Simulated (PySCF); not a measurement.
This script is equivalent to a calculation on Si (silicon, neutral).

```python
from pyscf import gto, scf, dft, mp, cc
import basis_set_exchange as bse
mol = gto.M(atom="Si 0 0 0", charge=0, spin=2, symmetry="D2h",
            basis=gto.basis.parse(bse.get_basis("dyall-acv3z", elements=["Si"], fmt="nwchem")))
mf = scf.UHF(mol)
mf.irrep_nelec = {'Ag': (3, 3), 'B1u': (2, 1), 'B2u': (2, 1), 'B3u': (1, 1)}
mf.kernel()
```

(1) What total energy does it give?

(2) Which occupied shell lies highest, and where?

(3) What is ⟨S²⟩, and what would a pure spin state give?

Results:

(1) -288.85867 hartree (calculated).

(2) 3p α, at -8.202 eV.

(3) 2.016, against 2.00.
